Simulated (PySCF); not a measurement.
A geometry optimisation on `[BH3-][BiH3+]`.

Computed with PBE0-D3(BJ)/def2-SVP geometry optimisation, gas phase, def2 core potentials past Kr (PySCF 2.14.0). Start geometry: GFN2-xTB. The input is one job of a driver script: a line of settings, then coordinates in Å.

Input:
```
{"job": {"xc": "PBE0", "basis": "def2-SVP", "d3": "d3bj", "grid": 1, "maxiter": 30, "shake": 0.01, "kind": "geom"}, "charge": 0, "multiplicity": 1}
B     -1.459970    -0.184740     0.031060
Bi     0.896880     0.091440    -0.022850
H     -1.801300     0.651400     0.810320
H     -1.550750    -1.276530     0.361400
H     -1.759400     0.068000    -1.100620
H      1.736000     1.590890    -0.469920
H      2.010170    -0.853090    -1.030210
H      1.983510    -0.106500     1.368350
```

Output:
```
step   0  E = -242.93921271  max force = 0.034975
step   1  E = -242.94448421  max force = 0.005421
step   2  E = -242.94455882  max force = 0.001019
step   3  E = -242.94456831  max force = 0.000413
optimisation converged
```

Energies in Eh; «max force» is the largest Cartesian gradient component in Eh/bohr.

Q: Give the first gradient maximum in eV/Å.

A: With 1 Eh/bohr = 51.422 eV/Å, 1.798 eV/Å.

Q: How much energy does the optimisation release, in eV?

A: E(step 0) − E(last step) = 0.005356 Eh, which is 0.146 eV.

In short: final energy -242.94457 Eh after 3 steps; dipole 2.29 D.

Q: Give the final coordinates.

A: 0.064 Å rms from the input after alignment:
```
atom  x, y, z in Å
B1    -1.4190    0.0183   -0.0058
Bi2    1.0180    0.2874   -0.0116
H3    -1.6864    0.8778    0.8089
H4    -1.4555   -1.1404    0.3517
H5    -1.6136    0.2604   -1.1797
H6     1.7970    1.8202   -0.4710
H7     2.0505   -0.7238   -1.0500
H8     2.0008    0.0515    1.4533
```

Q: Estimate the wall time. Hardware: Arm Neoverse V1, one thread, on a shared host. And the peak memory of the process?

A: About 8.2 s, with 0.31 GiB resident at the peak, the Python interpreter and its libraries included.
Labels such as C1 count atoms from 1, the log's own numbers from 0.
